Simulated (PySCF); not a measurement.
All values below come from PySCF 2.14.0 with PBE0-D3(BJ)/def2-TZVP // PBE0-D3(BJ)/def2-SVP. Isolated molecules, 0 K electronic values unless said otherwise. Excitations are Tamm–Dancoff values on a coarser integration grid. The basis has no diffuse functions, so Rydberg states are missing or too high.

Reference species (SMILES): `c1cc(c(c2sccc12)[SiH3])Cl` (neutral, multiplicity 1).

```yaml
T1 excitation (TDA): 3.22 eV
LUMO: -1.30 eV
brightest of the four lowest singlets (TDA): 5.47 eV
```

Changed species: `[SiH3]c1cc(Cl)cc2sccc12`.

Question: What does the change do to the T1 excitation (TDA), LUMO and brightest of the four lowest singlets (TDA)?

Answer: the T1 excitation (TDA) decreases by 0.05 eV, to 3.17 eV; the LUMO drops by 0.13 eV, to -1.43 eV; the brightest of the four lowest singlets (TDA) stays essentially unchanged.
